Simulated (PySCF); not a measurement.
Al(Me)(F)2 anion (CH₃AlF₂), SMILES [Al]([F])([CH3])[F] (connectivity only; charge and spin as stated), charge -1, multiplicity 2. Atoms are numbered in the order given.

```xyz
7

Al     0.1054    -0.4455     0.0000
C     -1.8100     0.1483     0.0000
H     -1.8457     1.2561     0.0000
H     -2.3651    -0.1973    -0.8898
H     -2.3651    -0.1973     0.8898
F      0.8925     0.2244    -1.4009
F      0.8925     0.2244     1.4009
```
Charge -1, spin multiplicity 2.

Geometry: r2SCAN-D4/def2-SVPD. The multiplicity is an assumed one; other spin states were not compared. The isomer is the one that the SMILES or the coordinates give; other isomers of the formula were not compared.

Level of theory: r2SCAN-D4/def2-SVPD run with PySCF.

Frequencies are harmonic and unscaled.

| mode | ν (cm⁻¹) | IR (km/mol) | moving atoms (share of kinetic energy) |
|---|---|---|---|
| 1 | 109 | 0.0 | H 96 % |
| 2 | 159 | 0.0 | F 44 %, H 24 %, C 22 %, Al 11 % |
| 3 | 206 | 4.3 | F 57 %, Al 17 %, C 15 %, H 11 % |
| 4 | 250 | 15.7 | F 50 %, Al 35 %, H 13 % |
| 5 | 537 | 30.8 | C 43 %, Al 20 %, F 20 %, H 17 % |
| 6 | 609 | 87.8 | H 66 %, C 19 %, Al 11 % |
| 7 | 613 | 1.1 | H 69 %, C 19 %, F 11 % |
| 8 | 671 | 104.7 | F 46 %, Al 43 % |
| 9 | 725 | 108.8 | Al 49 %, F 43 % |
| 10 | 1132 | 26.1 | H 78 %, C 22 % |
| 11 | 1405 | 5.3 | H 95 % |
| 12 | 1413 | 0.8 | H 95 % |
| 13 | 2966 | 88.4 | H 97 % |
| 14 | 3061 | 51.9 | H 91 %, C 9 % |
| 15 | 3084 | 36.5 | H 91 %, C 9 % |
